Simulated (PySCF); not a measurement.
From a computed spectrum to the compound

A species of 10 atoms with charge 2 has these harmonic modes (PBE0, small Gaussian bases with core potentials, PySCF 2.14.0):

```json
{"cm⁻¹": "-19", "km/mol": "–", "symmetry": "a2"}
{"cm⁻¹": "-15", "km/mol": "–", "symmetry": "e"}
{"cm⁻¹": "-15", "km/mol": "–", "symmetry": "e"}
{"cm⁻¹": "31", "km/mol": "2.7", "symmetry": "e"}
{"cm⁻¹": "31", "km/mol": "2.7", "symmetry": "e"}
{"cm⁻¹": "116", "km/mol": "0.0", "symmetry": "a1"}
{"cm⁻¹": "300", "km/mol": "0.0", "symmetry": "a1"}
{"cm⁻¹": "310", "km/mol": "6.8", "symmetry": "e"}
{"cm⁻¹": "310", "km/mol": "6.8", "symmetry": "e"}
{"cm⁻¹": "504", "km/mol": "17.2", "symmetry": "a2"}
{"cm⁻¹": "519", "km/mol": "2.7", "symmetry": "e"}
{"cm⁻¹": "519", "km/mol": "2.7", "symmetry": "e"}
{"cm⁻¹": "534", "km/mol": "280.9", "symmetry": "e"}
{"cm⁻¹": "534", "km/mol": "280.9", "symmetry": "e"}
{"cm⁻¹": "538", "km/mol": "685.1", "symmetry": "a2"}
{"cm⁻¹": "1678", "km/mol": "164.8", "symmetry": "e"}
{"cm⁻¹": "1678", "km/mol": "164.8", "symmetry": "e"}
{"cm⁻¹": "1679", "km/mol": "0.0", "symmetry": "a1"}
{"cm⁻¹": "3766", "km/mol": "327.3", "symmetry": "e"}
{"cm⁻¹": "3766", "km/mol": "327.3", "symmetry": "e"}
{"cm⁻¹": "3771", "km/mol": "0.0", "symmetry": "a1"}
{"cm⁻¹": "3824", "km/mol": "331.5", "symmetry": "a2"}
{"cm⁻¹": "3825", "km/mol": "243.0", "symmetry": "e"}
{"cm⁻¹": "3825", "km/mol": "243.0", "symmetry": "e"}
```

**Question.** Which species is it, and in which structure?

**Answer.** [Tm(H2O)3]2+ (singlet in the valence; each metal's 4f electrons, 13 of them, lie in its core potential, out of spins and levels):
```xyz
10

Tm    0.0000    0.0000    0.0000
O     2.4106    0.0000    0.0000
H     3.0113   -0.5920    0.4853
H     3.0113    0.5920   -0.4853
O    -1.2053    2.0876    0.0000
H    -0.9930    2.9038    0.4853
H    -2.0183    2.3119   -0.4853
O    -1.2053   -2.0876    0.0000
H    -2.0183   -2.3118    0.4853
H    -0.9930   -2.9038   -0.4853
```
 Negative wavenumbers this small are taken as noise. An lcecp potential fixes the number of 4f electrons, so in runs with it no electron can move into or out of that shell.
 Other answers can fit too; this one was computed.
